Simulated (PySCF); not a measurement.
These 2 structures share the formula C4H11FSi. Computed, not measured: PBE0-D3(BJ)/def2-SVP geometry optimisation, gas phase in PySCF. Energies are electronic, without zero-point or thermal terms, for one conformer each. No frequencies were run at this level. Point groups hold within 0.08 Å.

**Question.** Order them by energy at this level, lowest first, and give relative energies in kcal/mol.
A. TMS-CH2F, `C[Si](C)(C)CF`
B. `[CH3:1][CH:2]([CH3:3])[SiH2:4][CH2:5][F:6]` with C1–C2–Si4–C5 61°, C2–Si4–C5–F6 -60°

**Answer.** A (0.0), B (21.5).

| SMILES | E (Eh) | E rel (kcal/mol) | dipole (D) | point group | A, B, C (MHz) |
| --- | --- | --- | --- | --- | --- |
| C[Si](C)(C)CF | -547.72193 | 0.0 | 1.80 | Cs | 3086, 1867, 1864 |
| CC(C)[SiH2]CF | -547.68763 | 21.5 | 1.38 | C1 | 4437, 1678, 1319 |

**Question.** How do the relative energies change in single points at wB97X-D/def2-SVPD (no added dispersion term) on the same geometries?

**Answer.** 
| SMILES | PBE0-D3(BJ)/def2-SVP (kcal/mol) | wB97X-D/def2-SVPD (kcal/mol) | shift |
| --- | --- | --- | --- |
| C[Si](C)(C)CF | 0.0 | 0.0 | 0.0 |
| CC(C)[SiH2]CF | 21.5 | 22.4 | +0.9 |

Each column counts from its own lowest isomer. The order is unchanged; the largest shift is 0.9 kcal/mol.
